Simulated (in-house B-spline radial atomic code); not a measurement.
Bi⁵⁺: [Xe] 4f14 5d10

Level of theory: Dirac-Kohn-Sham CAM-B3LYP, spherical fractional occupations, Fermi nucleus of rms radius 5.5211 fm; calculated with an all-electron radial atomic-structure program (B-spline basis).

Screening seen three ways: the hydrogenic charge with the same mean radius, Z_r = [3n² - l(l+1)]/(2<r>), the one with the same energy, Z_e = n√(-2ε), and Slater's rules. Values are occupation-weighted means over j. An effective charge above Z reflects the relativistic contraction of the inner shells.

| shell | electrons | ε (eV) | <r> (bohr) | Z_r | Z_e | Slater |
| --- | --- | --- | --- | --- | --- | --- |
| 1s | 2 | -90648 | 0.0158 | 94.96 | 81.62 | 82.70 |
| 2s | 2 | -16353 | 0.06578 | 91.21 | 69.34 | 78.85 |
| 2p | 6 | -14168 | 0.05992 | 83.45 | 64.54 | 78.85 |
| 3s | 2 | -4004.4 | 0.171 | 78.96 | 51.47 | 71.75 |
| 3p | 6 | -3367.9 | 0.1725 | 72.47 | 47.20 | 71.75 |
| 3d | 10 | -2652.5 | 0.1575 | 66.67 | 41.89 | 61.85 |
| 4s | 2 | -970.75 | 0.3769 | 63.67 | 33.79 | 55.25 |
| 4p | 6 | -758.67 | 0.4007 | 57.40 | 29.87 | 55.25 |
| 4d | 10 | -495.29 | 0.4224 | 49.71 | 24.13 | 43.85 |
| 5s | 2 | -219.1 | 0.8328 | 45.03 | 20.06 | 25.35 |
| 4f | 14 | -214.74 | 0.441 | 40.81 | 15.89 | 32.45 |
| 5p | 6 | -158.12 | 0.9425 | 38.73 | 17.05 | 25.35 |
| 5d | 10 | -84.528 | 1.193 | 28.92 | 12.46 | 11.85 |

The least bound orbital is 5d5/2 at -83.25 eV, and it is also the most diffuse (<r> = 1.207 bohr).

Spin-orbit splittings of the orbital energies (j = l + 1/2 above j = l - 1/2 when positive): 2p 2321 eV, 3p 520.8 eV, 3d 110.3 eV, 4p 128.7 eV, 4d 24.08 eV, 4f 5.534 eV, 5p 25.02 eV, 5d 3.196 eV.

For the 1s electron the small component carries 10.1 % of the norm, the zero-frequency Breit interaction raises the level by 358.1 eV, self-energy by 233.7 eV, and vacuum polarisation lowers it by 50.63 eV.
